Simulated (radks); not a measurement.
Problem. These are the eigenvalues of the occupied orbitals of an atom or ion with whole-number occupations (eV). Calculated with a radial shooting solver on a logarithmic mesh with Libxc functionals: Dirac Kohn-Sham, relativistic LDA (MacDonald-Vosko exchange, VWN5 correlation), spin-unpolarised, spherical densities, finite nucleus; Fermi nuclear charge, rms radius of each element as measured or else 0.836 A^(1/3) + 0.57 fm.

1s1/2: -20219.89
2s1/2: -4056.972
2p1/2: -3865.000
2p3/2: -3766.454
3s1/2: -1597.188

Which element is it, and in what charge state? The configuration may be excited. Open shells, if any, fill j = l - 1/2 first.

Solution. Z = 41, niobium, charge +29: Nb29+ in [Ne] 3s2. The list shows which subshells hold electrons but not how many an open one holds; the 1s level, -743.07 hartree, gives Z - s = 38.6 by -(Z - s)^2/2, which with screening and relativity narrows Z to a few neighbours, and the depths of the outer levels then fix element, charge and occupations together.
